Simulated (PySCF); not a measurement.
C₂H₁₁NSi₃, SMILES C[SiH2][Si@@H]1CN[SiH2]1.

Geometry: r2SCAN-D4/def2-SVP. The structure was generated by enumeration; whether it is a known compound was not checked. The values are those of a single conformer.

Method: TDA-PBE0/def2-SVPD run with PySCF.

Vertical excitations. Isolated molecule, no solvent.

```
state  energy (eV)  λ (nm)      f                                                                main pairs
-----  -----------  ------  -----  ------------------------------------------------------------------------
S1            5.08     244  0.001                                                            HOMO→LUMO 90 %
S2            5.34     232  0.001                                                          HOMO→LUMO+1 91 %
S3            6.00     207  0.026                                                          HOMO→LUMO+2 79 %
S4            6.05     205  0.025                                      HOMO−1→LUMO+1 69 %, HOMO−1→LUMO 13 %
S5            6.13     202  0.193  HOMO−1→LUMO 52 %, HOMO−1→LUMO+1 18 %, HOMO→LUMO+2 12 %, HOMO→LUMO+3 10 %
S6            6.21     200  0.068                      HOMO→LUMO+3 48 %, HOMO→LUMO+4 34 %, HOMO−1→LUMO 13 %
T1            4.86     255      0                                          HOMO→LUMO 63 %, HOMO→LUMO+1 29 %
T2            5.06     245      0                                        HOMO−1→LUMO 70 %, HOMO→LUMO+1 20 %
```
Triplets are in the Tamm–Dancoff approximation.
